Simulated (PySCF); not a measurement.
Atoms are numbered as in `[CH3:1][O:2][c:3]1[cH:4][cH:5][cH:6][c:7]([F:8])[cH:9]1`; H(Xn) means a hydrogen on atom n.

GIAO PBE0/pcSseg-1 shifts (PySCF, gas phase, non-relativistic, equivalent atoms averaged), each against references optimised in the same way as the molecule (TMS, H2O, CFCl3).

On the GFN2-xTB geometry: C7 174.0, C3 168.2, C5 135.8, C4 118.8, C6 111.9, C9 101.3, C1 56.0, O2 108.5, F8 -114.2, H(C5) 7.52, H(C4) 7.00, H(C6) 6.89, H(C9) 6.51, H(C1) 3.92 ppm.

Problem. What changes on the PBE0-D3(BJ)/def2-SVP geometry?

Solution. 
```
atoms  δ (ppm)  change
   C7    171.7    -2.3
   C3    166.1    -2.1
   C5    135.8    +0.0
   C4    117.3    -1.5
   C6    110.9    -1.0
   C9    100.3    -1.0
   C1     54.0    -2.0
   O2    106.7    -1.8
   F8   -109.4    +4.8
H(C5)     7.31   -0.21
H(C4)     6.82   -0.18
H(C6)     6.69   -0.20
H(C9)     6.32   -0.19
H(C1)     3.65   -0.27
```

Unscaled 19F shifts against computed CFCl3 carry errors that often reach 10 to 50 ppm.

Bonds between heavy atoms that differ most (equivalent bonds averaged): C7–F8 1.351 → 1.333 Å, O2–C3 1.357 → 1.346 Å, C5–C6 1.387 → 1.397 Å, C4–C5 1.379 → 1.388 Å, C1–O2 1.409 → 1.400 Å. Mean change of bonds to hydrogen: C–H +0.011 Å.
